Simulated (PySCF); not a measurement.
Level of theory: PBE-D3(BJ)/def2-TZVP // TPSS-D3(BJ)/def2-SVP (PySCF). All species are isolated molecules in the gas phase. One relaxed conformer stands for a flexible species; it need not be the lowest. 

Reference species: [Zn(NH2)(Cl)] (neutral, multiplicity 1).

- charge on the central atom (Mulliken) = 0.43 e
- coordination number = 2
- mean distance from the central atom to its bonded neighbours = 1.971 Å

After one change: the charge on the central atom (Mulliken) falls by 0.10 e; the coordination number stays essentially unchanged; the mean distance from the central atom to its bonded neighbours drops by 0.083 Å.

**Question.** Which change was made? The new species is one of these.
(A) [Zn(NH2)(CH3)]
(B) [Zn(NH2)2]
(C) [Zn(NH2)(OH)]
(D) [Zn(NH2)(Br)]

**Answer.** A, [Zn(NH2)(CH3)]
